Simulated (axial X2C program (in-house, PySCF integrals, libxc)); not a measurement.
**SCuS⁺: properties at the nuclei**

Computed with an axial X2C code built on PySCF integrals: two-component X2C with atomic mean-field Coulomb and Gaunt terms, Gaussian nuclei, basis S dyall-av3z, Cu dyall-v3z with contracted cores.

S–Cu–S held linear, with bonds 2.150 and 2.150 Å (near the PBE0 minimum at charge 1 of the determinant lowest at the starting distance; the state shown can have its own minimum elsewhere, held linear; other orders of the atoms were not compared).

Determinant lowest in the PBE0 search, Ω = 2 (⟨Sz⟩ = 2.00, ⟨Lz⟩ = 0.00 at PBE0), spin on the atoms S 0.93, Cu 0.13, S 0.93:

| level | A∥/gI S (MHz) | qzz S (a.u.) | A∥/gI Cu (MHz) | qzz Cu (a.u.) |
| --- | --- | --- | --- | --- |
| PBE0 | -118 | -2.83 | -43.8 | -0.98 |
| HF | -90.6 | -3.40 | -77.4 | -1.87 |
| BHandHLYP | -100 | -3.12 | -46.6 | -1.27 |

A∥ (defined per Ω) follows by multiplying with gI = μI/(I μN); qzz is the electric field gradient, eQq0 = 234.96 MHz × Q/barn × qzz. The operators were transformed with the bare-nucleus X2C matrices; with these basis sets, hyperfine constants and field gradients can be off by tens of per cent, and where levels differ in sign neither size nor sign is settled.

Task: With gI(33S) = 0.4292, Q(33S) = -0.0694 barn, gI(63Cu) = 1.4824, Q(63Cu) = -0.22 barn (g factors from the IAEA table of nuclear moments by Stone; Q from Pyykkö, Mol. Phys. 2018), turn the PBE0 values of the first state into constants in MHz.

Result: A∥(33S) = -118 × 0.4292 = -50.6 MHz; eQq0(33S) = 234.96 × (-0.0694) × (-2.83) = 46.1 MHz; A∥(63Cu) = -43.8 × 1.4824 = -64.9 MHz; eQq0(63Cu) = 234.96 × (-0.22) × (-0.98) = 50.7 MHz.

The molecule was held linear; bending was not examined, so a bent shape may lie lower.

Each state is one determinant with collinear spin, which with several unpaired electrons need not be a pure state. Unrestricted Hartree–Fock can overshoot spin polarisation at the nuclei. This is the top spin component of a Σ state; components of lower Ω are not single determinants and can lie lower. With several open shells hyperfine constants can be off by a factor of several. Open-shell Ω = 0 determinants with evenly filled partner blocks cannot be reached by this program, so the Ω shown need not be the lowest component. The search compared states at one distance, so a state with another bond length can lie lower. Further determinants of the search, some of them spin-mixed, are not shown.
